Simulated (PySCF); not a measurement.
[Fe(SH)4]2- holds Fe(II), d6, at total charge -2. The structure is a PBE0-D3(BJ)/def2-TZVP, IEF-PCM water geometry optimised for multiplicity 5; coordination tetrahedral, point group C1, metal–donor distances 2.37 Å.

Method (PySCF 2.14, density fitting): CASSCF(6,5) with orbitals averaged over all microstates of the shell, strongly contracted NEVPT2 on the averaged canonical orbitals; basis x2c-TZVPall on the metal, x2c-SVPall elsewhere; spin-free X2C; IEF-PCM water; spin-orbit coupling by state interaction with the mean-field operator over all roots.

CASSCF energies above the lowest CASSCF root:

```json
{"state": "5E-like", "CASSCF / cm⁻¹": "0"}
{"state": "5E-like", "CASSCF / cm⁻¹": "1728"}
{"state": "5T2-like", "CASSCF / cm⁻¹": "3186"}
{"state": "5T2-like", "CASSCF / cm⁻¹": "3273"}
{"state": "5T2-like", "CASSCF / cm⁻¹": "4505"}
{"state": "3T1-like", "CASSCF / cm⁻¹": "19417"}
{"state": "3T1-like", "CASSCF / cm⁻¹": "20209"}
{"state": "3T1-like", "CASSCF / cm⁻¹": "20282"}
{"state": "3E-like", "CASSCF / cm⁻¹": "21172"}
{"state": "a 2S+1 = 3 state (47 % 3H)", "CASSCF / cm⁻¹": "21445"}
{"state": "a 2S+1 = 3 state (49 % 3H)", "CASSCF / cm⁻¹": "21510"}
{"state": "3E-like", "CASSCF / cm⁻¹": "22196"}
{"state": "3T1-like", "CASSCF / cm⁻¹": "22688"}
{"state": "3T2-like", "CASSCF / cm⁻¹": "23395"}
{"state": "a 2S+1 = 3 state (86 % 3H)", "CASSCF / cm⁻¹": "23904"}
{"state": "a 2S+1 = 3 state (87 % 3H)", "CASSCF / cm⁻¹": "23995"}
{"state": "3T1-like", "CASSCF / cm⁻¹": "24803"}
{"state": "3T1-like", "CASSCF / cm⁻¹": "24898"}
{"state": "3A2-like", "CASSCF / cm⁻¹": "25075"}
{"state": "3T2-like", "CASSCF / cm⁻¹": "26198"}
{"state": "3T2-like", "CASSCF / cm⁻¹": "26291"}
{"state": "3A1-like", "CASSCF / cm⁻¹": "26897"}
```

**Question.** How does dynamic correlation (SC-NEVPT2) move these states?

**Answer.** 
```
                     state  NEVPT2 / cm⁻¹  shift / cm⁻¹
                   5E-like              0             0
                   5E-like           2548          +820
                  5T2-like           4626         +1441
                  5T2-like           4752         +1479
                  5T2-like           6552         +2047
                  3T1-like          17065         -2352
                  3T1-like          18582         -1627
                  3T1-like          18704         -1577
                   3E-like          20258          -913
a 2S+1 = 3 state (47 % 3H)          19079         -2366
a 2S+1 = 3 state (49 % 3H)          19235         -2275
                   3E-like          21777          -419
                  3T1-like          20681         -2007
                  3T2-like          22826          -569
a 2S+1 = 3 state (86 % 3H)          23931           +27
a 2S+1 = 3 state (87 % 3H)          24086           +91
                  3T1-like          23794         -1010
                  3T1-like          24004          -894
                  3A2-like          23010         -2065
                  3T2-like          25090         -1107
                  3T2-like          25222         -1068
                  3A1-like          25065         -1832
```

NEVPT2 lifts 5T2-like from 3186 to 4626 cm⁻¹; on the d shell alone such lifts tend to overshoot. Gaps between spin states lean to high spin in this active space.
